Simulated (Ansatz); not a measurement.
Cs₂Br₂: single points at one geometry.

```yaml
crystal:
  periodic: [false, false, false]
  atoms:
    - {symbol: Cs, position_ang: [-1.099566, 0.721570, 2.004383]}
    - {symbol: Cs, position_ang: [1.136467, -0.700765, -1.991724]}
    - {symbol: Br, position_ang: [-0.728957, 1.947189, -1.099555]}
    - {symbol: Br, position_ang: [0.692047, -1.967983, 1.086895]}
basis:
  gaussian: {orbitals: def2-TZVP, initial_orbitals: start.molden}
magnetization: {spin_polarized: true, initial_magnetization: 0}
hamiltonian: {xc: pbe, dispersion: d4}
scf: {omitted_lower_state_checks: [starts]}
output: {orbitals: {seedname: orbitals}}
```

The file start.molden holds the orbitals of an earlier run on this structure, at another level or in another basis.

```sh
$ ansatz run in.yaml --threads 4 --pin off --events-out ev --progress --plain --max-ram 3916MiB
```

Output, abridged:

```
Functional definition: PBE
1388 factors; their error is unknown
mean field evaluation 1: about -141174.9778 eV, gradient 8.1e0 eV
mean field evaluation 2: about -141175.0570 eV, gradient 1.3e-1 eV
mean field evaluation 4: about -141175.0086 eV, gradient 4.0e-4 eV
mean field -141175.00863840 eV, -5188.0858756034 hartree, gradient 9.9e-6 eV, S^2 0.000000; 0 other end points of the search recorded, 0 dependent functions left out
reference -141175.00873255 eV, -5188.0858790633 hartree; 44, 44 occupied and 110, 110 virtual orbitals, 1388 factors
Total energy: -141175.11577273 eV, -5188.0898127173 hartree
Checks for a lower state left out: starts
```

Run time 8 s (4 threads of Arm Neoverse N1 on a shared host).

First input, but with `hamiltonian: {xc: pbe0, dispersion: d4}` and without the key `scf` (abridged; 13 s):

```
Functional definition: PBE0
mean field evaluation 16: about -141179.6562 eV, gradient 3.1e-2 eV
mean field -141179.65622039 eV, -5188.2566710914 hartree, gradient 1.0e-5 eV, S^2 0.000000; 1 other end points of the search recorded, 0 dependent functions left out
Total energy: -141179.75089093 eV, -5188.2601501696 hartree
```

As the first input, with `hamiltonian: {xc: r2scan, dispersion: d4}` (abridged; 15 s):

```
Functional definition: r2SCAN
mean field -141195.75782173 eV, -5188.8483940266 hartree, gradient 1.4e-5 eV, S^2 0.000000
Total energy: -141195.77783565 eV, -5188.8491295245 hartree
Checks for a lower state left out: starts
```

Geometry: PBE-D4/def2-SVP, that of the neutral singlet.

In the def2 sets Cs takes a core potential; there is no spin–orbit coupling. The structure comes from a short search, and lower isomers may exist.
